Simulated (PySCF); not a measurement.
Br2Ge (SMILES [Br][Ge][Br]), singlet, geometry from GFN2-xTB; B3LYP/STO-3G (PySCF).

The PySCF input:
```python
from pyscf import gto, scf, dft

mol = gto.M(
    atom='''
Ge    0.016829    0.006877    1.033116
Br    1.000092   -1.519612   -0.478604
Br   -1.015479    1.513325   -0.465959
''',
    basis='sto-3g',
    charge=0,
    spin=0,
    verbose=5,
)

mf = dft.RKS(mol)
mf.xc = 'b3lyp'
mf.kernel()
mf.analyze()
```

The log (banner, timings and long lists left out):

```
PySCF version 2.14.0

[INPUT] verbose = 5
[INPUT] max_memory = 4000
[INPUT] num. atoms = 3
[INPUT] num. electrons = 102
[INPUT] charge = 0
[INPUT] spin (= nelec alpha-beta = 2S) = 0
[INPUT] symmetry False subgroup None
[INPUT] Mole.unit = angstrom
[INPUT] Symbol           X                Y                Z      unit          X                Y                Z       unit  Magmom
[...]
[INPUT] ---------------- BASIS SET ----------------
[INPUT] l, kappa, [nprim/nctr], expnt,             c_1 c_2 ...
[INPUT] Br
[...]
                                479.0573224       0.5353281423
                                129.651607        0.4446345422
[...]
                                51.08493222       0.3995128261
                                16.61440546       0.7001154689
[...]
                                5.948649577       0.2175436044
                                2.29517394        0.9166769611
[...]
                                0.5152256318      0.0196064117
                                0.2275290713      1.131034442
[...]
                                51.08493222       0.6076837186
                                16.61440546       0.3919573931
[...]
                                5.948649577       0.5777664691
                                2.29517394        0.4846460366
[...]
                                0.5152256318      0.5715227604
                                0.2275290713      0.5498949471
[...]
                                5.948649577       0.6555473627
                                2.29517394        0.286573259
[INPUT] Ge
[...]
                                400.0741292       0.5353281423
                                108.2756726       0.4446345422
[...]
                                41.91853304       0.3995128261
                                13.63320795       0.7001154689
[...]
                                4.33043264        0.2175436044
                                1.670815538       0.9166769611
[...]
                                0.363834215       0.0196064117
                                0.1606730254      1.131034442
[...]
                                41.91853304       0.6076837186
                                13.63320795       0.3919573931
[...]
                                4.33043264        0.5777664691
                                1.670815538       0.4846460366
[...]
                                0.363834215       0.5715227604
                                0.1606730254      0.5498949471
[...]
                                4.33043264        0.6555473627
                                1.670815538       0.286573259

nuclear repulsion = 679.708778486465
number of shells = 24
number of NR pGTOs = 162
number of NR cGTOs = 54
basis = sto-3g
ecp = {}

******** <class 'pyscf.dft.rks.RKS'> ********
method = RKS
initial guess = minao
damping factor = 0
level_shift factor = 0
DIIS = <class 'pyscf.scf.diis.CDIIS'>
diis_start_cycle = 1
diis_space = 8
diis_damp = 0
SCF conv_tol = 1e-09
SCF conv_tol_grad = None
SCF max_cycles = 50
direct_scf = True
direct_scf_tol = 1e-13
XC library pyscf.dft.libxc version 7.1.2
    S. Lehtola, C. Steigemann, M. J. T. Oliveira, and M. A. L. Marques,  SoftwareX 7, 1–5 (2018)
XC functionals = b3lyp
    P. J. Stephens, F. J. Devlin, C. F. Chabalowski, and M. J. Frisch,  J. Phys. Chem. 98, 11623 (1994)
radial grids:
    Treutler-Ahlrichs [JCP 102, 346 (1995); DOI:10.1063/1.469408] (M4) radial grids

becke partition: Becke, JCP 88, 2547 (1988); DOI:10.1063/1.454033
pruning grids: <function nwchem_prune>
grids dens level: 3
symmetrized grids: False
atomic radii adjust function: <function treutler_atomic_radii_adjust>
small_rho_cutoff = 0
Set gradient conv threshold to 3.16228e-05
Initial guess from minao.
atom Ge rad-grids = 90, ang-grids = [ 50  50  50  50  50  50  50  50  50  50  50  50  50  50  50  50  50  50
  50  50  50  50  50  50  50  50  50  50  86  86  86  86  86  86  86  86
[...]
converged SCF energy = -7145.05947509728
Total Energy =                       -7145.059475097281393
[...]
2 Br 3px         0.00155  -0.00586  -0.00162   0.00113  -0.00381
2 Br 3py        -0.00193  -0.00391  -0.00109  -0.00165   0.00587
2 Br 3pz         0.01266   0.00013   0.00004   0.00084   0.00470
2 Br 4px        -0.03152   0.19292   0.05786  -0.03988   0.13280
2 Br 4py         0.03525   0.12862   0.03871   0.05866  -0.20364
2 Br 4pz        -0.37888  -0.00417  -0.00126  -0.02060  -0.13109
2 Br 3dxy        0.00077   0.00002   0.00014  -0.00060   0.00099
2 Br 3dyz        0.00170  -0.00003  -0.00018  -0.00026   0.00208
2 Br 3dz^2      -0.00085  -0.00000   0.00001  -0.00057  -0.00094
2 Br 3dxz       -0.00118  -0.00004  -0.00025   0.00017  -0.00144
2 Br 3dx2-y2     0.00028  -0.00005  -0.00035  -0.00025   0.00037
               #51       #52       #53       #54
0 Ge 1s          0.00031  -0.00000   0.00026  -0.00000
0 Ge 2s         -0.00196  -0.00000  -0.00303   0.00000
0 Ge 3s          0.00255  -0.00000   0.00605  -0.00000
0 Ge 4s         -0.28084   0.00000  -0.23674   0.00000
0 Ge 2px        -0.00001   0.00129   0.00003  -0.00096
0 Ge 2py        -0.00000   0.00086   0.00001   0.00144
0 Ge 2pz        -0.00052  -0.00003   0.00159   0.00001
0 Ge 3px         0.00021  -0.02934  -0.00056   0.02068
0 Ge 3py         0.00008  -0.01950  -0.00023  -0.03111
0 Ge 3pz         0.01277   0.00061  -0.03452  -0.00013
0 Ge 4px        -0.00577   0.75074   0.01222  -0.45285
0 Ge 4py        -0.00234   0.49898   0.00500   0.68143
0 Ge 4pz        -0.35404  -0.01555   0.75025   0.00283
0 Ge 3dxy        0.57049  -0.00037   0.09308  -0.00145
0 Ge 3dyz       -0.00527  -0.01461  -0.00150  -0.12234
0 Ge 3dz^2       0.19380   0.00079  -0.02123  -0.00088
0 Ge 3dxz       -0.00209  -0.02201  -0.00185   0.08129
0 Ge 3dx2-y2     0.23992  -0.00026   0.03909   0.00214
1 Br 1s          0.00002   0.00000  -0.00009  -0.00009
1 Br 2s          0.00019   0.00000   0.00246   0.00223
1 Br 3s         -0.00239  -0.00000   0.00526   0.00503
1 Br 4s         -0.00366  -0.00000   0.10528   0.10176
1 Br 2px         0.00002  -0.00037  -0.00033  -0.00018
1 Br 2py        -0.00001  -0.00025   0.00050   0.00029
1 Br 2pz         0.00061   0.00001   0.00029   0.00048
1 Br 3px        -0.00029   0.00917   0.00891   0.00508
1 Br 3py         0.00001   0.00609  -0.01365  -0.00805
1 Br 3pz        -0.01394  -0.00019  -0.00797  -0.01318
1 Br 4px         0.01573  -0.25320  -0.20516  -0.11679
1 Br 4py        -0.01023  -0.16829   0.31425   0.18532
1 Br 4pz         0.43235   0.00524   0.17893   0.30822
1 Br 3dxy        0.00059  -0.00172  -0.00809  -0.00416
1 Br 3dyz        0.00035  -0.00193   0.00914   0.00935
1 Br 3dz^2       0.00128   0.00011  -0.00178   0.00441
1 Br 3dxz       -0.00020  -0.00303  -0.00595  -0.00596
1 Br 3dx2-y2     0.00024   0.00394  -0.00360  -0.00195
2 Br 1s          0.00002  -0.00000  -0.00009   0.00009
2 Br 2s          0.00019  -0.00000   0.00246  -0.00223
2 Br 3s         -0.00239   0.00000   0.00526  -0.00503
2 Br 4s         -0.00366   0.00000   0.10528  -0.10177
2 Br 2px         0.00000  -0.00037   0.00034  -0.00020
2 Br 2py         0.00001  -0.00025  -0.00050   0.00028
2 Br 2pz         0.00061   0.00001   0.00028  -0.00048
2 Br 3px        -0.00016   0.00917  -0.00916   0.00551
2 Br 3py        -0.00019   0.00609   0.01354  -0.00788
2 Br 3pz        -0.01394  -0.00019  -0.00786   0.01311
2 Br 4px        -0.00160  -0.25320   0.21094  -0.12681
2 Br 4py         0.01597  -0.16829  -0.31188   0.18123
2 Br 4pz         0.43244   0.00525   0.17632  -0.30670
2 Br 3dxy        0.00058   0.00162  -0.00831   0.00438
2 Br 3dyz       -0.00034  -0.00203  -0.00896   0.00914
2 Br 3dz^2       0.00128   0.00011  -0.00191  -0.00427
2 Br 3dxz        0.00026  -0.00292   0.00607  -0.00632
2 Br 3dx2-y2     0.00025  -0.00401  -0.00329   0.00163
 ** Mulliken pop on meta-lowdin orthogonal AOs  **
 ** Mulliken pop  **
 ** Mulliken atomic charges  **
charge of    0Ge =      0.27633
charge of    1Br =     -0.13817
charge of    2Br =     -0.13817
Dipole moment(X, Y, Z, Debye):  0.02196,  0.00899,  1.34825
```
